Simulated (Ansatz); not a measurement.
Program: Ansatz. Geometries: PBE0-D4/def2-TZVP. ΔE: electronic, gas phase. CBS: MP2 limit from def2 TZ/QZ plus the TZ coupled-cluster correction, frozen cores. This one scheme is used for every species. Functionals use def2-TZVPP. For Se outer-core shells are correlated without core-valence functions, which leaves a few kJ/mol of doubt a bond. Scalar relativity is left out up to krypton. One conformer a species, not always the lowest.

Reaction (ligand exchange at the Si–F bond): `N[SiH2]F` + H₂Se → `N[SiH2][SeH]` + H–F

`N[SiH2]F`:

Z-matrix (Å, degrees):
```
Si
F 1 1.605
N 1 1.696 2 114.6
H 1 1.479 2 105.8 3 -119.3
H 1 1.479 2 105.8 3 119.3
H 3 1.006 1 122.0 2 77.5
H 3 1.006 1 122.0 2 -77.5
```

H₂Se:

Cartesian coordinates in Å:
```
Se -0.134 0.668 -0.067
H 1.017 -0.184 -0.382
H -0.883 -0.484 0.449
```

`N[SiH2][SeH]`:

```xyz
8

N     0.592   -0.567   -1.082
Si    0.184   -0.287    0.556
Se   -1.781    0.809    0.999
H    -0.035   -1.082   -1.679
H     1.070    0.153   -1.600
H     1.311    0.480    1.136
H    -0.032   -1.581    1.245
H    -1.310    2.075    0.423
```

H–F:

```xyz
2

F    -0.325    0.260    0.195
H     0.325   -0.260   -0.195
```

(1) Is it downhill or uphill in electronic energy at CCSD(T)/CBS, and by how much? (An estimate is asked.)

(2) What do these levels give: LDA (SPW92), r2SCAN-D4, B97M-V, PBE0-D4, CAM-B3LYP-D4, CAM-B3LYP, CCSD(T)/def2-SVP, HF/def2-TZVPP, MP2/def2-TZVPP, CCSD/def2-TZVPP, SCS-MP2/def2-QZVPP, MP2/CBS(def2)? (An estimate is asked.)

(3) What do rigid-rotor, harmonic-oscillator terms from PBE0-D4/def2-TZVP frequencies (298.15 K, 1 bar) make of the CCSD(T)/CBS value? (Estimate.)

Largest T1 diagnostic among the species: 0.011.

Answers

(1) Computed: Uphill: ΔE = +82.7 kJ/mol.

(2) Computed: LDA (SPW92) 79.5, r2SCAN-D4 86.9, B97M-V 96.4, PBE0-D4 75.0, CAM-B3LYP-D4 99.1, CAM-B3LYP 103.8, CCSD(T)/def2-SVP 91.6, HF/def2-TZVPP 108.9, MP2/def2-TZVPP 82.7, CCSD/def2-TZVPP 91.4, SCS-MP2/def2-QZVPP 88.9, MP2/CBS(def2) 77.7 kJ/mol.

(3) The calculation gave: ΔZPE = +3.1 kJ/mol, ΔH = +87.9 kJ/mol, ΔS = -6 J/(mol·K), ΔG = +89.6 kJ/mol.

From BLYP to BHLYP (50 % exact exchange), in def2-TZVPP and without D4, ΔE moves by +4.4 kJ/mol. In def2-TZVPP, CCSD(T) changes the Hartree–Fock value by −21.2 kJ/mol (the triples alone add −3.7 kJ/mol) and MP2 by −26.1 kJ/mol.
